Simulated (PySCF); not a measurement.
What does the PBE0-D3(BJ)/def2-SVP structure of `BN1[SiH2]N[SiH2]1` look like in three dimensions?

Z-matrix in Å and degrees, rows numbered from 1:
```
B 
N   1  1.4019
Si  2  1.7768  1  133.89
N   3  1.7452  2   86.62  1   179.35
Si  4  1.7453  3   94.47  2     0.18
H   1  1.2141  2  119.98  3  -179.79
H   1  1.2141  2  119.93  3     0.25
H   3  1.4938  2  114.31  1   -63.72
H   3  1.4933  2  114.31  1    61.95
H   4  1.0100  3  132.77  2  -179.60
H   5  1.4935  2  114.17  1   -62.21
H   5  1.4935  2  114.41  1    63.51
```

The 4-membered ring N2–Si3–N4–Si5 has internal angles of 86.6° to 94.5° (sum 360°, against 360° for a flat polygon); it is planar, 0.00 Å rms from its mean plane, widest ring torsion 0°. The 5 heavy atoms lie in one plane (0.003 Å rms). N2 (nitrogen bridging silicon atoms) is planar (angles 133.9°, 133.8° and 92.3°, sum 360.0°, 0.00 Å off the plane of its three neighbours). N4 (nitrogen bridging silicon atoms) is planar (angles 132.8°, 132.8° and 94.5°, sum 360.0°, 0.00 Å off the plane of its three neighbours).

Method used: PySCF 2.14.0, PBE0-D3(BJ)/def2-SVP geometry optimisation, gas phase.

Point group: C2v (every atom within 0.08 Å of its image). Whether it is a minimum is left open (no frequencies).

The run took 19 s wall on an Intel Xeon 6975P-C with one thread, shared host with 192 logical CPUs at a one-minute load of 73, and the process peaked at 0.48 GiB of memory. That covers the optimisation of the geometry.
